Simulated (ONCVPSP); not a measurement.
## Rb: one change to an ONCV potential, before and after

```
Element                 : Rb (Z = 37)
Generator               : ONCVPSP 4.0.1
Type                    : optimised norm-conserving Vanderbilt (ONCV)
Functional              : PBE
Relativity              : fully relativistic
Frozen core             : [Ar] 3d10
Valence charge          : 9
Reference configuration : 4s2 4p6 5s0.5 (charge +0.5)
Partial waves           : 4s+5s: rc 2.10 bohr, ncon 3, nbas 7, qcut 7.4 1/bohr, 2 projectors; 4p: rc 1.65 bohr, ncon 4, nbas 7, qcut 4.9 1/bohr, 2 projectors, debl 2.5 Ha; d scattering state at 0.21 Ha: rc 1.60 bohr, ncon 3, nbas 8, qcut 6.5 1/bohr, 2 projectors, debl 1.8 Ha
Local potential         : polynomial inside 1.00 bohr (lpopt 5, dvloc0 4 Ha)
Core correction         : none
```

Open shells are filled in proportion to 2j + 1.

All-electron outer shells of the reference configuration (PBE, scalar-relativistic, ld1.x):

| shell | level (eV) | outermost node (bohr) | outermost maximum (bohr) |
| --- | --- | --- | --- |
| 4s | -34.55 | 0.62 | 1.25 |
| 4p | -18.61 | 0.64 | 1.42 |
| 5s | -4.12 | 1.78 | 4.01 |

Change: reference 4s2 4p6 5s1.

Cutoffs: the cutoffs (Ha) at which the residual kinetic energy of the hardest occupied pseudo-wave falls to 1 and 0.1 mHa per electron; they do not see the model core or the augmentation charge, which bear on the density cutoff. Errors are all-electron minus pseudo energies relative to the spin-unpolarised reference configuration.

What does the change do?

The potential gets neither clearly harder nor softer (15 Ha and 49 Ha → 15 Ha and 49 Ha); neither file shows a bound ghost.

```csv
quantity,base,changed
"cutoff, loose",15 Ha,15 Ha
"cutoff, tight",49 Ha,49 Ha
loose cutoff by channel,"s 15 Ha, p 15 Ha","s 15 Ha, p 15 Ha"
bound ghosts,none,none
GHOST(+) flags under 300 eV,s at 63.5 eV,s at 64.5 eV
"largest error over its own tests, meV",-0.6,-4.1
s: phases at 2.13 bohr within 0.05 rad from the reference energy up to (Ha; the scan ends near 5),2.2,2.2
p3/2: phases at 1.67 bohr within 0.05 rad from the reference energy up to (Ha; the scan ends near 5),4.5,4.6
p1/2: phases at 1.67 bohr within 0.05 rad from the reference energy up to (Ha; the scan ends near 5),4.5,4.6
d5/2: phases at 1.62 bohr within 0.05 rad from the reference energy up to (Ha; the scan ends near 5),to the end of the scan,to the end of the scan
d3/2: phases at 1.62 bohr within 0.05 rad from the reference energy up to (Ha; the scan ends near 5),to the end of the scan,to the end of the scan
```

Base: These tests converged, but a pseudo level misses the all-electron one widely, so the file describes the atom poorly there or has found another state: 4s2 4p6 5s0 5p1: empty 5s by 3.1 eV. Changed file: These tests converged, but a pseudo level misses the all-electron one widely, so the file describes the atom poorly there or has found another state: 4s2 4p6 5s0 5p1: empty 5s by 3.1 eV.
